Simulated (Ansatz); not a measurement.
Basis sets compared for `COc1ccc(-c2ccc(C#Cc3ccc(C#Cc4ccc(C#Cc5ccc(C#Cc6ccc(C#Cc7ccc(C#Cc8ccc(C(F)=C(F)F)cc8)cc7)cc6)cc5)cc4)cc3)cc2)cc1`. Total charge 0; singlet. Geometry r2SCAN-D4/def2-SVP. Ansatz on 11 threads of AMD EPYC 7R13 on a shared host and a whole NVIDIA H100 80GB HBM3; times are rough, and most runs start from earlier orbitals.

Cartesian coordinates in Å:
```
C -14.941 -18.868 8.637
O -14.027 -19.121 7.591
C -13.154 -18.145 7.252
C -12.260 -18.448 6.209
C -11.331 -17.507 5.788
C -11.249 -16.231 6.389
C -10.264 -15.230 5.935
C -9.871 -15.155 4.582
C -8.954 -14.206 4.146
C -8.383 -13.283 5.053
C -7.461 -12.303 4.609
C -6.676 -11.445 4.220
C -5.787 -10.441 3.764
C -5.551 -10.258 2.380
C -4.702 -9.257 1.930
C -4.048 -8.397 2.844
C -3.202 -7.358 2.383
C -2.490 -6.444 1.982
C -1.692 -5.371 1.516
C -0.887 -4.623 2.409
C -0.129 -3.553 1.955
C -0.146 -3.181 0.589
C 0.598 -2.066 0.132
C 1.221 -1.085 -0.260
C 1.913 0.066 -0.708
C 2.846 0.724 0.130
C 3.499 1.870 -0.298
C 3.245 2.412 -1.582
C 3.884 3.602 -2.006
C 4.416 4.647 -2.365
C 5.007 5.869 -2.769
C 5.997 6.495 -1.973
C 6.554 7.706 -2.357
C 6.145 8.346 -3.552
C 6.692 9.595 -3.930
C 7.150 10.687 -4.251
C 7.662 11.957 -4.612
C 8.668 12.582 -3.836
C 9.156 13.833 -4.181
C 8.660 14.516 -5.318
C 9.148 15.800 -5.663
C 9.563 16.916 -5.958
C 10.036 18.207 -6.296
C 9.488 18.917 -7.391
C 9.943 20.185 -7.724
C 10.969 20.801 -6.973
C 11.493 22.128 -7.263
F 12.473 22.566 -6.448
C 11.140 22.992 -8.236
F 11.695 24.170 -8.392
F 10.207 22.764 -9.137
C 11.518 20.096 -5.880
C 11.062 18.827 -5.548
C 7.659 13.888 -6.099
C 7.172 12.636 -5.754
C 5.164 7.713 -4.354
C 4.608 6.501 -3.972
C 2.321 1.747 -2.425
C 1.671 0.598 -1.998
C -0.942 -3.936 -0.306
C -1.696 -5.009 0.146
C -4.271 -8.589 4.229
C -5.124 -9.587 4.678
C -8.768 -13.359 6.412
C -9.686 -14.311 6.837
C -12.149 -15.949 7.432
C -13.094 -16.882 7.865
H -14.422 -18.656 9.589
H -15.611 -18.021 8.396
H -15.542 -19.779 8.750
H -12.313 -19.440 5.752
H -10.628 -17.774 4.992
H -10.320 -15.836 3.853
H -8.675 -14.156 3.090
H -6.055 -10.914 1.666
H -4.533 -9.119 0.859
H -0.874 -4.897 3.467
H 0.485 -2.979 2.654
H 3.043 0.319 1.126
H 4.214 2.373 0.358
H 6.315 6.013 -1.045
H 7.314 8.184 -1.733
H 9.055 12.065 -2.954
H 9.930 14.308 -3.573
H 8.693 18.453 -7.980
H 9.495 20.700 -8.575
H 12.312 20.558 -5.291
H 11.497 18.295 -4.698
H 7.271 14.406 -6.979
H 6.397 12.161 -6.361
H 4.843 8.198 -5.280
H 3.847 6.025 -4.595
H 2.121 2.155 -3.419
H 0.955 0.096 -2.653
H -0.959 -3.659 -1.363
H -2.310 -5.583 -0.552
H -3.769 -7.933 4.943
H -5.296 -9.722 5.749
H -8.326 -12.661 7.129
H -9.945 -14.365 7.899
H -12.137 -14.961 7.902
H -13.782 -16.610 8.669
```

Single mean-field runs in def2-SVP, def2-TZVP are fitted with def2-universal-jkfit.

Binding counts from free atoms (C triplet, O triplet, F doublet, H doublet) in the same basis, without a counterpoise term.

| level | functions | energy (Eh) | HOMO (eV) | LUMO (eV) | binding per atom (eV) | wall time |
| --- | --- | --- | --- | --- | --- | --- |
| PBE-D4/def2-SVP | 1113 | -2790.9470 | -4.84 | -3.09 | 5.77 | 10 s |
| PBE0-D4/def2-SVP | 1113 | -2791.1014 | -5.64 | -2.57 | 5.63 | 14 s |

Task: Estimate the rows for PBE-D4/def2-TZVP, PBE0-D4/def2-TZVP.

Result: 
```
            level  functions  energy (Eh)  HOMO (eV)  LUMO (eV)  binding per atom (eV)  wall time
 PBE-D4/def2-TZVP       2287   -2793.9301      -4.89      -3.17                   5.68       19 s
PBE0-D4/def2-TZVP       2287   -2794.0633      -5.64      -2.60                   5.53       25 s
```
